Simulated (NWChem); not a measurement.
A series in which one site is exchanged, each optimised at PBE0/def2-SVP with NWChem, gas phase unless a solvent is named. All stand in one matching conformer (torsions within 35°), which need not be the lowest. For some, no frequency run checked for a minimum. def2 effective core potentials on Zr; no spin-orbit coupling.

A: [F][Zr]([OH])([F])[F] (ZrHOF3; site = Zr)
B: [OH][Ti]([F])([F])[F] (TiHOF3; site = Ti)
C: [OH][Ge]([F])([F])[F] (GeHOF$_{3}$; site = Ge)

```json
[
 {"quantity": "dipole (D), PBE0/def2-SVP", "A": "…", "B": "2.61", "C": "2.37"},
 {"quantity": "vertical ionisation energy, ΔSCF, CAM-B3LYP/def2-SVP (eV)", "A": "…", "B": "13.06", "C": "13.56"},
 {"quantity": "static polarisability, CAM-B3LYP/def2-SVPD (bohr³)", "A": "…", "B": "37.2", "C": "31.1"},
 {"quantity": "lowest singlet excitation, CAM-B3LYP/def2-SVPD, TDA (eV)", "A": "…", "B": "6.19", "C": "7.65"}
]
```

Some entries are withheld; supply them.


- dipole (D), PBE0/def2-SVP, A: 2.80
- vertical ionisation energy, ΔSCF, CAM-B3LYP/def2-SVP (eV), A: 12.85
- static polarisability, CAM-B3LYP/def2-SVPD (bohr³), A: 39.7
- lowest singlet excitation, CAM-B3LYP/def2-SVPD, TDA (eV), A: 7.98
